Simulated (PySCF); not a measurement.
A single-point calculation

[OsOCl4]2+ (singlet). PySCF 2.14.0, RKS PBE0, Os def2-SVP with ECP60, O def2-SVP, Cl def2-SVP; non-relativistic Hamiltonian with scalar-relativistic core potentials where named; density fitting; no spin-orbit coupling. Purpose: singlet excitations, Tamm-Dancoff PBE0.

```python
mol = gto.M(atom='''
Os    -0.00898    -0.01541     0.29369
O      0.42177     0.73078     1.68397
Cl     0.63807     1.10361    -1.67932
Cl     1.90601    -0.91612    -0.35281
Cl    -1.74552     1.19359    -0.35378
Cl    -1.08472    -1.87715     0.65244''',
    basis={'Os': 'def2-SVP', 'O': 'def2-SVP', 'Cl': 'def2-SVP'},
    ecp={'Os': 'def2-SVP'},
    charge=2, spin=0)
mf = dft.RKS(mol, xc='PBE0')
mf.grids.atom_grid = (50, 194)
mf = mf.density_fit()  # fitting sets: Os def2-universal-JKFIT, O def2-universal-JKFIT, Cl def2-universal-JKFIT
mf.conv_tol = 1e-08; mf.max_cycle = 55
mf.kernel(dm0)  # dm0: converged density of the relaxed state
td = mf.TDA(); td.nstates = 8; td.kernel()
```

Run from Python with OMP_NUM_THREADS=2; the lines above give its settings. Where DIIS fails, smearing, a level shift and second-order steps follow.
It took 45 s on 2 threads of Arm Neoverse V1 (shared host), from an already converged density.

(1) Where do the frontier levels lie, over both spins?

(2) What are the Mulliken charges and spins?

(3) Which singlet excitations follow (Tamm-Dancoff, 8 states)?

The geometry was relaxed with PBE0 (Os def2-SVP with ECP60, O def2-SVP, Cl def2-SVP).

Results:

(1) HOMO -19.71 eV, LUMO -17.78 eV. The gap is small, and the closed shell wasn't tested for a lower spin-broken solution.

(2) 
| atom | charge (e) | spin (e) |
| --- | --- | --- |
| Os1 | 0.883 | 0.000 |
| O2 | 0.031 | 0.000 |
| Cl3 | 0.216 | 0.000 |
| Cl4 | 0.301 | 0.000 |
| Cl5 | 0.302 | 0.000 |
| Cl6 | 0.267 | 0.000 |

(3) 
```
state    eV  oscillator strength
    1  1.36               0.0001
    2  1.36               0.0176
    3  1.80               0.0027
    4  1.93               0.0048
    5  2.09               0.0000
    6  2.28               0.0079
    7  2.33               0.0084
    8  2.78               0.0002
```
Functionals without range separation put charge-transfer states too low; the basis has no diffuse functions.
